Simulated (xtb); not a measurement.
xtb input file for Ga(AsH2)(F)2 (AsF2GaH2), SMILES [F][Ga]([F])[AsH2], GFN2-xTB. 

```
$ xtb mol.xyz --gfn 2 --sp --chrg 0 --uhf 0 --json
$ cat mol.xyz
6

Ga     0.57216366     0.54854803     0.01621868
As    -1.17477392    -1.11814589     0.05125171
H     -0.32607408    -1.96497653    -0.86327082
H     -1.78847318    -0.44742664    -1.14685834
F      0.35499638     2.17911048    -0.66830946
F      2.21667178     0.29935933     0.64786985
```

Log of the run:

```
[banner left out]
          |                Calculation Setup                |
           -------------------------------------------------



           -------------------------------------------------
          |                 G F N 2 - x T B                 |
           -------------------------------------------------

        Reference                      10.1021/acs.jctc.8b01176
      * Hamiltonian:
        H0-scaling (s, p, d)           1.850000    2.230000    2.230000
        zeta-weighting                 0.500000
      * Dispersion:
        s8                             2.700000
        a1                             0.520000
        a2                             5.000000
        s9                             5.000000
      * Repulsion:
        kExp                           1.500000    1.000000
        rExp                           1.000000
      * Coulomb:
        alpha                          2.000000
        third order                    shell-resolved
        anisotropic                    true
        a3                             3.000000
        a5                             4.000000
        cn-shift                       1.200000
        cn-exp                         4.000000
        max-rad                        5.000000


          ...................................................
          :                      SETUP                      :
          :.................................................:
          :  # basis functions                  30          :
          :  # atomic orbitals                  28          :
          :  # shells                           12          :
          :  # electrons                        24          :
          :  max. iterations                   250          :
          :  Hamiltonian                  GFN2-xTB          :
          :  restarted?                      false          :
          :  GBSA solvation                  false          :
          :  PC potential                    false          :
          :  electronic temp.          300.0000000     K    :
          :  accuracy                    1.0000000          :
          :  -> integral cutoff          0.2500000E+02      :
          :  -> integral neglect         0.1000000E-07      :
          :  -> SCF convergence          0.1000000E-05 Eh   :
          :  -> wf. convergence          0.1000000E-03 e    :
          :  Broyden damping             0.4000000          :
          :  net charge                          0          :
          :  unpaired electrons                  0          :
          ...................................................

 iter      E             dE          RMSdq      gap      omega  full diag
   1    -14.2150664 -0.142151E+02  0.130E+01    4.14       0.0  T
   2    -14.2231124 -0.804602E-02  0.801E+00    3.98       1.0  T
   3    -14.2229621  0.150293E-03  0.152E+00    3.93       1.0  T
   4    -14.2228526  0.109481E-03  0.120E+00    4.03       1.0  T
   5    -14.2239513 -0.109864E-02  0.491E-01    4.00       1.0  T
   6    -14.2239190  0.322056E-04  0.211E-01    3.99       1.0  T
   7    -14.2239747 -0.556682E-04  0.577E-02    4.00       1.0  T
   8    -14.2239800 -0.527939E-05  0.958E-03    4.00       4.3  T
   9    -14.2239801 -0.104942E-06  0.398E-03    4.00      10.3  T
  10    -14.2239801 -0.651704E-08  0.390E-04    4.00     104.7  T
  11    -14.2239801 -0.724345E-10  0.244E-04    4.00     167.1  T

   *** convergence criteria satisfied after 11 iterations ***

         #    Occupation            Energy/Eh            Energy/eV
      -------------------------------------------------------------
         1        2.0000           -0.7876927             -21.4342
       ...           ...                  ...                  ...
         6        2.0000           -0.4866929             -13.2436
         7        2.0000           -0.4856310             -13.2147
         8        2.0000           -0.4822289             -13.1221
         9        2.0000           -0.4818017             -13.1105
        10        2.0000           -0.4806455             -13.0790
        11        2.0000           -0.4706992             -12.8084
        12        2.0000           -0.4420076             -12.0276 (HOMO)
        13                         -0.2951363              -8.0311 (LUMO)
        14                         -0.2316383              -6.3032
        15                         -0.1627224              -4.4279
        16                         -0.0963251              -2.6211
        17                         -0.0798091              -2.1717
       ...                                ...                  ...
        28                          1.4621122              39.7861
      -------------------------------------------------------------
                  HL-Gap            0.1468713 Eh            3.9966 eV
             Fermi-level           -0.3685720 Eh          -10.0294 eV

 SCC (total)                   0 d,  0 h,  0 min,  0.006 sec
 SCC setup                      ...        0 min,  0.000 sec (  1.102%)
 Dispersion                     ...        0 min,  0.000 sec (  0.360%)
 classical contributions        ...        0 min,  0.000 sec (  0.167%)
 integral evaluation            ...        0 min,  0.001 sec ( 17.515%)
 iterations                     ...        0 min,  0.003 sec ( 54.069%)
 molecular gradient             ...        0 min,  0.002 sec ( 24.938%)
 printout                       ...        0 min,  0.000 sec (  1.573%)

         :::::::::::::::::::::::::::::::::::::::::::::::::::::
         ::                     SUMMARY                     ::
         :::::::::::::::::::::::::::::::::::::::::::::::::::::
         :: total energy             -14.206035239069 Eh    ::
         :: gradient norm              0.000394838259 Eh/a0 ::
         :: HOMO-LUMO gap              3.996570774672 eV    ::
         ::.................................................::
         :: SCC energy               -14.223978953479 Eh    ::
         :: -> isotropic ES            0.048556343643 Eh    ::
         :: -> anisotropic ES          0.000493989961 Eh    ::
         :: -> anisotropic XC         -0.000476269229 Eh    ::
         :: -> dispersion             -0.003050826394 Eh    ::
         :: repulsion energy           0.017943714410 Eh    ::
         :: add. restraining           0.000000000000 Eh    ::
         :: total charge              -0.000000000000 e     ::
         :::::::::::::::::::::::::::::::::::::::::::::::::::::

           -------------------------------------------------
          |                Property Printout                |
           -------------------------------------------------

    * Orbital Energies and Occupations

         #    Occupation            Energy/Eh            Energy/eV
      -------------------------------------------------------------
         1        2.0000           -0.7876927             -21.4342
         2        2.0000           -0.7857160             -21.3804
         3        2.0000           -0.6819032             -18.5555
         4        2.0000           -0.5509603             -14.9924
         5        2.0000           -0.5018951             -13.6573
         6        2.0000           -0.4866929             -13.2436
         7        2.0000           -0.4856310             -13.2147
         8        2.0000           -0.4822289             -13.1221
         9        2.0000           -0.4818017             -13.1105
        10        2.0000           -0.4806455             -13.0790
        11        2.0000           -0.4706992             -12.8084
        12        2.0000           -0.4420076             -12.0276 (HOMO)
        13                         -0.2951363              -8.0311 (LUMO)
Note: The following floating-point exceptions are signalling: IEEE_DENORMAL
normal termination of xtb
        14                         -0.2316383              -6.3032
        15                         -0.1627224              -4.4279
        16                         -0.0963251              -2.6211
        17                         -0.0798091              -2.1717
        18                         -0.0554393              -1.5086
        19                          0.0207506               0.5647
        20                          0.0620744               1.6891
        21                          0.0733426               1.9958
        22                          0.2540769               6.9138
        23                          0.2828278               7.6961
       ...                                ...                  ...
        28                          1.4621122              39.7861
      -------------------------------------------------------------
                  HL-Gap            0.1468713 Eh            3.9966 eV
             Fermi-level           -0.3685720 Eh          -10.0294 eV

     #   Z          covCN         q      C6AA      α(0)
     1  31 Ga       2.296     0.243   212.564    32.696
     2  33 As       2.855     0.243   207.380    26.393
     3   1 H        0.971     0.032     2.555     2.498
     4   1 H        0.971     0.039     2.449     2.446
     5   9 F        0.692    -0.279    12.103     4.107
     6   9 F        0.692    -0.278    12.092     4.106

 Mol. C6AA /au·bohr⁶  :       1470.150795
 Mol. C8AA /au·bohr⁸  :     100258.955734
 Mol. α(0) /au        :         72.245526


Wiberg/Mayer (AO) data.
largest (>0.10) Wiberg bond orders for each atom

 ---------------------------------------------------------------------------
     #   Z sym  total        # sym  WBO       # sym  WBO       # sym  WBO
 ---------------------------------------------------------------------------
     1  31 Ga   3.204 --     6 F    1.106     5 F    1.104     2 As   0.878
     2  33 As   3.001 --     4 H    0.939     3 H    0.933     1 Ga   0.878
                             5 F    0.125     6 F    0.125
     3   1 H    0.999 --     2 As   0.933
     4   1 H    0.998 --     2 As   0.939
     5   9 F    1.263 --     1 Ga   1.104     2 As   0.125
     6   9 F    1.265 --     1 Ga   1.106     2 As   0.125
 ---------------------------------------------------------------------------

Topologies differ in total number of bonds
Writing topology from bond orders to xtbtopo.mol

molecular dipole:
                 x           y           z       tot (Debye)
 q only:       -1.783      -1.721      -0.094
   full:       -1.574      -1.550      -0.220       5.644
molecular quadrupole (traceless):
                xx          xy          yy          xz          yz          zz
 q only:       -1.263       0.251      -1.186      -1.371       2.224       2.449
  q+dip:       -2.695      -2.756      -2.127      -1.138       2.896       4.823
   full:       -3.258      -2.458      -2.569      -1.882       4.486       5.828


           -------------------------------------------------
          | TOTAL ENERGY              -14.206035239069 Eh   |
          | GRADIENT NORM               0.000394838259 Eh/α |
          | HOMO-LUMO GAP               3.996570774672 eV   |
           -------------------------------------------------

------------------------------------------------------------------------
------------------------------------------------------------------------
 total:
 SCF:
```

Self-consistency was reached.
